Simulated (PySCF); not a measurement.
HF2OS, charge +1, singlet, geometry from GFN2-xTB; MP2/def2-SVP (PySCF).

The PySCF input:
```python
from pyscf import gto, scf, mp

mol = gto.M(
    atom='''
O     1.292238   -0.536346    0.124384
S    -0.122331   -0.085726    0.462428
F    -0.980179   -0.706323   -0.735271
F    -0.164806    1.398706   -0.129337
H     1.924263   -0.569057   -0.612460
''',
    basis='def2-svp',
    charge=1,
    spin=0,
    verbose=5,
    cart=True,
)

mf = scf.RHF(mol)
mf.kernel()

pt = mp.MP2(mf)
pt.kernel()
print('E(MP2) = %.10f' % pt.e_tot)
mf.analyze()
```

Question: What does PySCF print? Leave out banner, timings and long lists.

Answer: 
```
PySCF version 2.14.0

[INPUT] verbose = 5
[INPUT] max_memory = 4000
[INPUT] num. atoms = 5
[INPUT] num. electrons = 42
[INPUT] charge = 1
[INPUT] spin (= nelec alpha-beta = 2S) = 0
[INPUT] symmetry False subgroup None
[INPUT] Mole.unit = angstrom
[INPUT] Cartesian GTO integrals (6d 10f)
[INPUT] Symbol           X                Y                Z      unit          X                Y                Z       unit  Magmom
[...]
[INPUT] ---------------- BASIS SET ----------------
[INPUT] l, kappa, [nprim/nctr], expnt,             c_1 c_2 ...
[INPUT] S
[...]
                                1381.5105503      -0.016683029937
                                313.8714758       -0.075262436116
                                88.053870623      -0.19376827038
                                27.039914905      -0.17718020803
[...]
                                4.9664522326      0.65066293018
                                2.0116242047      0.59712155354
[...]
                                61.306894736      -0.066547669241
                                19.103729887      -0.24828595903
                                6.6567720378      -0.48703847402
                                2.3959635161      -0.39337850312
[...]
[INPUT] F
[...]
                                435.4193912       -0.039904258866
                                98.843328866      -0.17912768038
                                27.485198001      -0.46758090825
                                8.5405498171      -0.4465313102
[...]
                                4.9872339257      -0.23754317067
                                1.3491613954      -0.51287353587
[...]
[INPUT] H
[...]
                                1.9622572         0.13796524
                                0.44453796        0.47831935
[...]
[INPUT] O
[...]
                                340.87010191      -0.03989003923
                                77.363135167      -0.17853911985
                                21.47964494       -0.46427684959
                                6.6589433124      -0.44309745172
[...]
                                3.863550544       0.23094120765
                                1.0480920883      0.51375311064
[...]
nuclear repulsion = 200.663681374815
number of shells = 29
number of NR pGTOs = 119
number of NR cGTOs = 69
basis = def2-svp
ecp = {}

******** <class 'pyscf.scf.hf.RHF'> ********
method = RHF
initial guess = minao
damping factor = 0
level_shift factor = 0
[...]
converged SCF energy = -671.095306656779
E(RMP2) = -671.834660605043  E_corr = -0.739353948263653
E(SCS-RMP2) = -671.808314439936  E_corr = -0.713007783156609
E(MP2) = -671.8346606050
Total Energy =                        -671.095306656779258
[...]
1  S 3dyz        0.00115   0.00162  -0.01325  -0.00077
1  S 3dzz       -0.16639   0.00563  -0.00755   0.01886
2  F 1s         -0.00015   0.00000   0.00024  -0.00034
2  F 2s         -0.00156  -0.00224  -0.01474   0.01468
2  F 3s          0.07205   0.00220  -0.00830   0.01512
2  F 2px         0.00372  -0.00074   0.00220  -0.00227
2  F 2py         0.00144   0.00057   0.00097  -0.00214
2  F 2pz         0.00434   0.00057   0.00328  -0.00272
2  F 3px         0.04849  -0.00068   0.00280  -0.00063
2  F 3py         0.02213   0.00189  -0.00241  -0.00469
2  F 3pz         0.04497   0.00094   0.00548  -0.00395
2  F 3dxx        0.01889   0.06175   0.41185  -0.39579
2  F 3dxy        0.14308   0.00678  -0.01156   0.01448
2  F 3dxz        0.25047   0.00159  -0.02059   0.01552
2  F 3dyy       -0.08646   0.07080   0.40863  -0.40792
2  F 3dyz        0.16205  -0.00362  -0.01196   0.01242
2  F 3dzz        0.07859   0.06443   0.40245  -0.40248
3  F 1s         -0.00015   0.00000  -0.00024  -0.00034
3  F 2s         -0.00156  -0.00224   0.01474   0.01468
3  F 3s          0.06968   0.00207   0.00839   0.01531
3  F 2px         0.00112  -0.00102  -0.00046   0.00011
3  F 2py        -0.00526  -0.00016   0.00352   0.00403
3  F 2pz         0.00241   0.00036  -0.00199  -0.00095
3  F 3px         0.01523  -0.00186  -0.00263   0.00314
3  F 3py        -0.06308  -0.00110   0.00284   0.00504
3  F 3pz         0.01865  -0.00002  -0.00508  -0.00099
3  F 3dxx       -0.14018   0.05996  -0.42000  -0.41141
3  F 3dxy       -0.05578   0.00280   0.00180  -0.00720
3  F 3dxz        0.00721   0.00430   0.00500  -0.00206
3  F 3dyy        0.24245   0.06893  -0.38907  -0.38268
3  F 3dyz       -0.18463   0.00554  -0.01309  -0.00649
3  F 3dzz       -0.09164   0.06812  -0.41385  -0.41205
4  H 1s          0.04041  -0.01116   0.00000  -0.00204
4  H 2s         -0.13711  -0.01107  -0.00006  -0.00226
4  H 2px        -0.21958   0.00092   0.00069  -0.00149
4  H 2py         0.00387  -0.00058   0.00205   0.00060
4  H 2pz         0.28021   0.00107   0.00062   0.00017
 ** Mulliken pop on meta-lowdin orthogonal AOs  **
 ** Mulliken pop  **
 ** Mulliken atomic charges  **
charge of    0O =     -0.57835
charge of    1S =      1.82634
charge of    2F =     -0.34770
charge of    3F =     -0.34779
charge of    4H =      0.44749

WARN: System has nonzero charge 1; the dipole moment is origin-dependent.
Location of origin: [0. 0. 0.]

Dipole moment(X, Y, Z, Debye):  2.25862, -1.17072,  1.02779
```
